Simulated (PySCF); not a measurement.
Spectrum to structure. Computed with PySCF 2.14.0, density-fitted response routines, TDDFT CAM-B3LYP/def2-SVPD, vertical, gas phase, core orbitals frozen in the response. Geometries: PBE0-D3(BJ)/def2-SVP, one conformer each.

```csv
state,E (eV),λ (nm),f
S1,5.98,207.2,0.0038
S2,6.62,187.4,0.338
S3,6.77,183.0,0.261
S4,6.81,182.1,0.054
S5,7.10,174.6,0.014
S6,7.21,172.0,0.061
S7,7.41,167.3,0.0008
S8,7.50,165.3,0.060
S9,7.54,164.4,0.031
S10,7.61,162.9,0.024
```

**Question.** Which candidate is it? All have the formula C3H11NSi2.
A. `C[Si@@H]1CC[SiH2]N1`
B. `CNC1[SiH2]C[SiH2]1`
C. `C(=C)C[SiH2][SiH2]N`
D. `C[C@@H]1C[SiH2]N[SiH2]1`
E. `CN[SiH2]/C=C/[SiH3]`

**Answer.** C. Its S1 lies at 5.98 eV; the nearest of the others has S1 at 6.26 eV. S1 is HOMO-1→LUMO (53%), HOMO→LUMO (40%). Löwdin shares by element: HOMO carbon 60%, silicon 11% or more (atoms not listed hold the other 29%); LUMO silicon 41%, nitrogen 13%, hydrogen 12% or more (atoms not listed hold the other 34%). At the same level the other candidates give, for their lowest levels:
- `C[Si@@H]1CC[SiH2]N1`: 6.35 eV (f 0.009); 6.93 eV (f 0.014); 7.45 eV (f 0.023); 7.54 eV (f 0.028); 7.65 eV (f 0.006); T1 6.04 eV; HOMO -8.44, LUMO 1.13 eV
- `CNC1[SiH2]C[SiH2]1`: 5.42 eV (f 0.002); 6.27 eV (f 0.010); 6.48 eV (f 0.003); 6.66 eV (f 0.014); 6.71 eV (f 0.003); T1 5.21 eV; HOMO -7.72, LUMO 0.79 eV
- `CN[SiH2]/C=C/[SiH3]`: 5.42 eV (f 0.004); 5.93 eV (f 0.006); 6.28 eV (f 0.017); 6.71 eV (f 0.449); 6.79 eV (f 0.193); T1 4.05 eV; HOMO -8.14, LUMO 0.19 eV
- `C[C@@H]1C[SiH2]N[SiH2]1`: 6.26 eV (f 0.006); 6.86 eV (f 0.016); 7.31 eV (f 0.002); 7.51 eV (f 0.005); 7.60 eV (f 0.021); T1 5.94 eV; HOMO -8.57, LUMO 1.05 eV

The values belong to the conformer `[CH2:1]=[CH:2][CH2:3][SiH2:4][SiH2:5][NH2:6]`: C1–C2–C3–Si4 106°, C2–C3–Si4–Si5 171°, C3–Si4–Si5–N6 -58°, H–N6–Si5–Si4 -56°, H–N6–Si5–Si4 166°.
Triplets come from the Tamm–Dancoff approximation.
